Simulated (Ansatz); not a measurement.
`COc1ccc(-c2ccc(-c3ccc(-c4ccc(-c5ccc(-c6ccc(-c7ccc(-c8ccc(C(F)=C(F)F)cc8)cc7)cc6)cc5)cc4)cc3)cc2)cc1`, relaxed as a singlet with RKS r2SCAN-D4/def2-SVP in Ansatz, starting from the GFN2-xTB geometry. Force threshold 0.03 eV/Å.

Single mean-field runs in def2-SVP are fitted with def2-universal-jkfit.

Start:

Cartesian coordinates in Å:
```
C 2.959 -17.650 4.796
O 3.037 -16.533 5.646
C 2.774 -15.302 5.126
C 2.865 -14.230 6.016
C 2.626 -12.944 5.588
C 2.283 -12.681 4.261
C 2.036 -11.309 3.800
C 2.821 -10.252 4.256
C 2.594 -8.963 3.821
C 1.578 -8.687 2.908
C 1.331 -7.313 2.452
C 1.345 -6.255 3.358
C 1.103 -4.964 2.938
C 0.863 -4.687 1.594
C 0.622 -3.310 1.143
C 1.242 -2.819 -0.004
C 1.014 -1.527 -0.431
C 0.159 -0.682 0.274
C -0.084 0.693 -0.181
C -0.208 1.737 0.735
C -0.438 3.029 0.308
C -0.549 3.326 -1.049
C -0.796 4.701 -1.502
C -1.689 5.530 -0.825
C -1.921 6.821 -1.252
C -1.268 7.333 -2.372
C -1.511 8.708 -2.828
C -1.577 9.009 -4.188
C -1.793 10.302 -4.619
C -1.961 11.339 -3.704
C -2.200 12.712 -4.167
C -1.486 13.238 -5.243
C -1.714 14.526 -5.679
C -2.680 15.324 -5.061
C -2.902 16.672 -5.567
F -1.945 17.154 -6.392
C -3.936 17.490 -5.351
F -4.995 17.211 -4.601
F -4.052 18.705 -5.874
C -3.395 14.804 -3.980
C -3.149 13.520 -3.542
C -1.901 11.041 -2.345
C -1.676 9.749 -1.915
C -0.371 6.506 -3.046
C -0.142 5.213 -2.621
C -0.423 2.282 -1.964
C -0.197 0.989 -1.538
C -0.459 -1.174 1.423
C -0.229 -2.466 1.851
C 0.855 -5.743 0.687
C 1.074 -7.038 1.111
C 0.794 -9.743 2.448
C 1.017 -11.031 2.891
C 2.188 -13.756 3.384
C 2.429 -15.052 3.803
H 3.217 -18.510 5.414
H 3.669 -17.576 3.966
H 1.948 -17.783 4.398
H 3.128 -14.437 7.041
H 2.683 -12.131 6.296
H 3.631 -10.449 4.944
H 3.226 -8.158 4.170
H 1.526 -6.457 4.403
H 1.120 -4.155 3.654
H 1.926 -3.453 -0.551
H 1.524 -1.156 -1.308
H -0.099 1.533 1.790
H -0.510 3.825 1.035
H -2.221 5.148 0.035
H -2.637 7.435 -0.725
H -1.479 8.216 -4.914
H -1.864 10.509 -5.677
H -0.731 12.637 -5.727
H -1.146 14.922 -6.508
H -4.138 15.400 -3.477
H -3.716 13.126 -2.711
H -2.006 11.836 -1.621
H -1.606 9.545 -0.857
H 0.172 6.891 -3.897
H 0.575 4.598 -3.146
H -0.529 2.484 -3.020
H -0.130 0.191 -2.263
H -1.144 -0.544 1.972
H -0.734 -2.836 2.732
H 0.654 -5.545 -0.356
H 1.066 -7.847 0.395
H -0.013 -9.544 1.758
H 0.380 -11.833 2.545
H 1.944 -13.577 2.347
H 2.351 -15.856 3.088
```

Estimate the energy that the relaxation releases and the steps that it takes.

0.45 eV, in 19 steps; 2.3 min on 4 threads of AMD EPYC 7R13 on a shared host and a share (37 GiB) of an NVIDIA H100 80GB HBM3. No frequencies were taken in this run, so the end may be a saddle point.

Does the start keep its bonding?

By distances, no bond broke or formed. The bond that changes most is C5–C6, from 1.40 to 1.41 Å (atoms count from 1).

Predict the relaxed structure.


Cartesian coordinates in Å:
```
C 3.050 -17.827 4.822
O 2.967 -16.737 5.712
C 2.746 -15.504 5.196
C 2.660 -14.451 6.123
C 2.437 -13.151 5.688
C 2.287 -12.848 4.318
C 2.049 -11.463 3.860
C 2.603 -10.361 4.541
C 2.379 -9.057 4.111
C 1.593 -8.787 2.973
C 1.357 -7.403 2.514
C 1.250 -6.338 3.430
C 1.023 -5.034 2.997
C 0.896 -4.730 1.628
C 0.655 -3.346 1.169
C 1.190 -2.876 -0.046
C 0.961 -1.573 -0.479
C 0.184 -0.676 0.280
C -0.063 0.706 -0.181
C -0.203 1.768 0.733
C -0.439 3.069 0.298
C -0.544 3.374 -1.073
C -0.795 4.754 -1.535
C -1.587 5.643 -0.784
C -1.826 6.943 -1.221
C -1.284 7.418 -2.431
C -1.540 8.797 -2.897
C -1.638 9.097 -4.270
C -1.881 10.396 -4.709
C -2.038 11.458 -3.798
C -2.296 12.835 -4.265
C -1.758 13.311 -5.475
C -2.000 14.608 -5.916
C -2.799 15.490 -5.161
C -3.016 16.835 -5.678
F -2.457 17.102 -6.875
C -3.694 17.863 -5.130
F -4.309 17.817 -3.965
F -3.818 19.037 -5.703
C -3.346 15.021 -3.947
C -3.095 13.723 -3.516
C -1.940 11.158 -2.425
C -1.696 9.859 -1.986
C -0.491 6.529 -3.182
C -0.252 5.229 -2.745
C -0.401 2.312 -1.988
C -0.167 1.010 -1.552
C -0.350 -1.147 1.495
C -0.120 -2.449 1.929
C 1.006 -5.794 0.713
C 1.229 -7.099 1.145
C 1.041 -9.888 2.290
C 1.261 -11.192 2.724
C 2.375 -13.914 3.408
C 2.601 -15.227 3.827
H 3.223 -18.719 5.438
H 3.888 -17.711 4.112
H 2.113 -17.960 4.251
H 2.763 -14.687 7.186
H 2.347 -12.352 6.430
H 3.253 -10.534 5.404
H 2.856 -8.229 4.644
H 1.326 -6.540 4.502
H 0.962 -4.228 3.735
H 1.830 -3.532 -0.642
H 1.425 -1.230 -1.408
H -0.088 1.576 1.803
H -0.504 3.875 1.035
H -2.057 5.296 0.141
H -2.480 7.593 -0.632
H -1.562 8.291 -5.004
H -1.991 10.584 -5.781
H -1.110 12.661 -6.069
H -1.559 14.954 -6.853
H -3.982 15.667 -3.340
H -3.554 13.379 -2.585
H -2.018 11.964 -1.690
H -1.587 9.670 -0.914
H -0.021 6.877 -4.107
H 0.401 4.579 -3.334
H -0.516 2.504 -3.058
H -0.103 0.205 -2.289
H -0.991 -0.491 2.092
H -0.583 -2.793 2.859
H 0.895 -5.597 -0.358
H 1.325 -7.899 0.405
H 0.392 -9.715 1.426
H 0.780 -12.019 2.194
H 2.294 -13.714 2.335
H 2.675 -16.020 3.080
```
Bond lengths: 57 × C–C 1.35 to 1.48 Å; 3 × C–F 1.31 to 1.35 Å; 2 × C–O 1.35 to 1.41 Å; 35 × C–H 1.09 to 1.11 Å.
